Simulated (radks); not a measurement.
Task: The silicon ion Si3+, [Ne] 3s1. Calculated with a radial shooting solver on a logarithmic mesh with Libxc functionals: non-relativistic Kohn-Sham, r2SCAN, spin-polarised, spherical densities, point nucleus; meta-GGA in the generalised Kohn-Sham scheme. Every spin shell is full or empty, so the densities are truly spherical. Functionals are evaluated on that one density, not self-consistently. Rank these exchange functionals by their error against the exact value of the orbitals, and give that value: LDA, PBE, PBEsol, PW91, PW86, WC, AM05, SOGGA, B86b, G96, APBE, TPSS, revTPSS, r2SCAN, MVS.

Result: Exact: -19.4991 hartree. From best to worst, with 100 (|E| - |E exact|)/|E exact| (equal figures are ties): B86b +0.06, r2SCAN +0.06, G96 +0.08, PW91 -0.19, MVS -0.19, TPSS +0.26, revTPSS -0.38, PW86 +0.53, APBE +0.58, PBE -0.60, WC -1.74, PBEsol -3.69, SOGGA -3.74, AM05 -7.29, LDA -8.46.
